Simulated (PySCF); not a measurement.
Geometry (Å), atoms numbered from 1 in this order:
```xyz
21

Cl    4.224    1.693    2.536
Si    3.020    2.075    0.952
C     1.974    0.553    0.622
Si    2.492   -0.952   -0.405
C     1.262    0.452   -0.755
C    -0.141    0.232   -0.741
C    -1.327    0.033   -0.696
C    -2.733   -0.220   -0.644
C    -3.321   -0.836    0.599
C    -3.228   -1.644   -0.656
H     2.209    3.246    1.287
H     3.887    2.367   -0.191
H     1.303    0.311    1.443
H     1.950   -2.243   -0.024
H     3.756   -0.916   -1.118
H     1.559    1.207   -1.476
H    -3.332    0.520   -1.164
H    -4.292   -0.493    0.924
H    -2.647   -1.076    1.407
H    -2.490   -2.431   -0.699
H    -4.135   -1.861   -1.200
```

All values are calculated (PySCF 2.14.0 with density-fitted response routines): structure optimised with GFN2-xTB, σ from GIAO-PBE0/pcSseg-1. Gas phase, a single conformation, non-relativistic.

Chemical shifts δ = σref − σ; TMS for 13C (σ = 186.93 ppm), all at this level.

Do the 13C shifts follow the atomic charges (in e)? Tabulate both.

Answers


```tsv
atoms	hybridisation	δ (ppm)	σ para (ppm)	Hirshfeld	IAO	Mulliken	ESP-fitted
C7	sp	87.8	-159	-0.06	-0.07	+0.01	-0.31
C6	sp	83.4	-153	-0.07	-0.07	+0.11	+0.09
C10	sp3	10.8	-82	-0.08	-0.28	-0.18	-0.34
C9	sp3	10.7	-77	-0.08	-0.28	-0.18	-0.30
C3	sp3	8.8	-82	-0.21	-0.65	-0.68	-0.30
C8	sp3	2.7	-70	-0.03	-0.15	-0.36	+0.08
C5	sp3	1.4	-75	-0.10	-0.35	-0.51	-0.31
```

Correlation coefficients of δ with charge over these carbons: Hirshfeld +0.29, IAO +0.63, Mulliken +0.79, ESP-fitted +0.26; with the paramagnetic shielding -1.00. Among the 5 sp3 carbons alone: Hirshfeld -0.29, IAO -0.26, Mulliken +0.41, ESP-fitted -0.52. With so few points, grouped by hybridisation, these coefficients are fragile. Charge is one influence among several: hybridisation and low-lying excitations act through the paramagnetic term.

Shifts are as computed. Against solution values, carbons near 30 ppm lie about +3 ppm off and those near 130 ppm about +5 ppm. Of 1309 compounds with measured shifts, 239 miss one by over three times the rms of a fit or turn the order of signals round; such compounds aren't used in these exercises.
